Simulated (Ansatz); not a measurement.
Computed with Ansatz on PBE0-D4/def2-TZVP structures; ΔE is electronic, products minus reactants. CBS: MP2 limit from def2 TZ/QZ plus the TZ coupled-cluster correction, frozen cores. This one scheme is used for every species. Functionals use def2-TZVPP. B3LYP here is the variant with VWN-RPA as its local correlation; programs differ in this. Elements past krypton have def2 core potentials. For Sn outer-core shells are correlated without core-valence functions, which leaves a few kJ/mol of doubt a bond. One conformer a species, not always the lowest.

Consider the substitution at a C–Sn bond: `B[C](=C)[SnH3]` + H₂S → `BC(=C)S` + `[SnH4]`.

| level | ΔE (kJ/mol) | difference from CCSD(T)/CBS |
| --- | --- | --- |
| PBE-D4 | 3.2 | -18.6 |
| r2SCAN-D4 | 4.9 | -16.9 |
| B3LYP-D4 | 9.9 | -11.9 |
| ωB97M-V | 13.0 | -8.8 |
| B2PLYP | 13.1 | -8.7 |
| PBE | 2.0 | -19.8 |
| r2SCAN | 4.4 | -17.4 |
| PBE0 | 5.9 | -15.9 |
| B3LYP | 8.1 | -13.7 |
| HF/def2-TZVPP | 17.6 | -4.2 |
| MP2/def2-TZVPP | 21.7 | -0.1 |
| SCS-MP2/def2-TZVPP | 21.0 | -0.8 |
| CCSD/def2-TZVPP | 21.0 | -0.8 |
| HF/def2-QZVPP | 18.1 | -3.7 |
| SCS-MP2/def2-QZVPP | 22.2 | 0.4 |
| MP2/CBS(def2) | 23.8 | 2.0 |
| CCSD(T)/CBS | 21.8 | 0 |

Largest T1 diagnostic among the species: 0.013.

From PBE to PBE0 (25 % exact exchange), in def2-TZVPP and without D4, ΔE moves by +3.9 kJ/mol.
